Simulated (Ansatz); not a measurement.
The first iterations of a band of BH4N + BrH (8 atoms, charge 0, multiplicity 1).

These are results of Ansatz 0.2.0, RHF/def2-SVP, not measurements.

```yaml
movable_images: 5
climbing_image: yes
spring: 5.0 eV/Å²
optimiser: quadratic models (default)
start_path: through a guess of the saddle point
force_threshold: 0.05 eV/Å
iteration_limit: 60
end_points: relaxed
```

Image 0:

```xyz
8
Properties=species:S:1:pos:R:3
B 0.075 -0.585 0.197
N 0.032 -0.251 1.550
H -0.806 -0.295 2.094
H 0.853 -0.080 2.094
H 1.131 -0.583 -0.375
H -0.945 -0.854 -0.375
Br -0.481 3.685 1.543
H -0.301 2.295 1.387
```

Image 6:

```xyz
8
Properties=species:S:1:pos:R:3
B 0.000 0.435 0.204
N -0.144 0.162 1.810
H -0.296 -0.818 1.995
H 0.690 0.456 2.295
H 0.974 -0.170 -0.165
H -1.048 0.120 -0.298
Br 0.299 2.464 0.086
H -0.918 0.685 2.189
```

| iteration | highest image above the first end (eV) | largest band force component (eV/Å) |
| --- | --- | --- |
| 1 | 3.798 | 7.165 |
| 2 | 2.231 | 3.879 |
| 3 | 1.395 | 6.715 |
| 4 | 1.081 | 2.062 |

Problem. Does the band converge within its limit, and where does its top end?

Solution. The forces met the threshold. It ended after 13 iterations with the highest image 0.872 eV above the first end. A vibrational analysis at the climbing image gives one clearly imaginary mode, 283i cm⁻¹: a first-order saddle point. The orbitals stay closed-shell, which can raise the energy where a bond breaks towards radicals; this wasn't checked here.

Run time: 2.2 min on 1 thread of Intel(R) Xeon(R) Platinum 8259CL CPU @ 2.50GHz (Skylake/Cascade Lake) (shared host), peak memory 0.18 GiB.
